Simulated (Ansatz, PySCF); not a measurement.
disilicon carbide (CSi2), SMILES [Si]=C=[Si] (connectivity only; charge and spin as stated), neutral, multiplicity 1. Atoms are numbered in the order given.

```xyz
3

Si     0.0000     0.0000    -1.6915
C      0.0000     0.0000     0.0000
Si     0.0000     0.0000     1.6915
```
Charge 0, spin multiplicity 1.

Coordinates come from a r2SCAN-D4/def2-TZVP optimisation. The geometry has at least one imaginary mode, so it is a saddle point at that level.

Vertical ionisation energy (IE) and electron affinity (EA) in eV. Rows of orbital energies are one-electron estimates. Where ΔSCF, EOM or ADC give a negative EA the extra electron is unbound and the value depends on the basis.

| level | IE | EA |
|---|---|---|
| −ε(HOMO), −ε(LUMO), M06-2X/def2-TZVPD (PySCF) | 8.12 | 2.00 |
| −ε(HOMO), −ε(LUMO), PBE/def2-TZVPD (PySCF) | 6.12 | 3.52 |
| ADC(2)/aug-cc-pVDZ (PySCF) | 8.56 | 1.05 |
| ΔSCF, CAM-B3LYP/def2-TZVPD (Ansatz), final states of multiplicity 2 and 2 | … | … |
| ΔSCF, PBE/def2-TZVPD (Ansatz), final states of multiplicity 2 and 2 | 8.97 | 1.10 |

Complete the blanks. (An estimate is asked for; the answer gives what the named calculation found.)


- ΔSCF, CAM-B3LYP/def2-TZVPD (Ansatz, an electronic-structure program), final states of multiplicity 2 and 2, IE: 8.93
- ΔSCF, CAM-B3LYP/def2-TZVPD (Ansatz), final states of multiplicity 2 and 2, EA: 1.03

What vertical singlet–triplet gap does ΔSCF give with CAM-B3LYP/def2-TZVPD (Ansatz) and with PBE/def2-TZVPD (Ansatz)? (An estimate is asked for; the answer gives what the named calculation found.)

2.31 and 2.25 eV (triplet above singlet where positive).

Beyond the first one, list the lowest photoelectron lines from ADC(2)/aug-cc-pVDZ run with PySCF with their pole strengths (two spins summed). (The exact figures need the calculation; the answer reports its results.)

8.61 eV (1.72), 10.63 eV (1.67), 14.71 eV (1.52).
